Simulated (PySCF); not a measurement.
**Kr²⁺: ionisation energy**

Kr²⁺ [Ar] 3d10 4s2 4p4 (3P) → Kr³⁺ [Ar] 3d10 4s2 4p3 (4S), as a difference of total energies. Computed with PySCF 2.14 in x2c-TZVPPall (6s5p4d1f, 48 functions), with the spin-free X2C one-electron Hamiltonian (Gaussian nucleus). Correlated levels: valence and next inner shell: [Ne] frozen. The calculations carry no spin-orbit coupling.

```csv
method,ionisation energy (eV),plus first-order spin-orbit estimate,error of that sum (eV)
UHF,34.347,34.585,-1.253
MP2 (valence and next inner shell),35.116,35.354,-0.484
SCS-MP2 (valence and next inner shell),35.163,35.400,-0.438
CCSD (valence and next inner shell),35.202,35.439,-0.399
CCSD(T) (valence and next inner shell),35.228,35.466,-0.372
```

Reference: 35.838 ± 0.02 eV (measured; NIST Atomic Spectra Database, ionization energies).

A first-order spin-orbit estimate (lowest level to lowest level, LS coupling) adds 0.238 eV.

Errors of the correlated levels include the incompleteness of this basis and the frozen core.
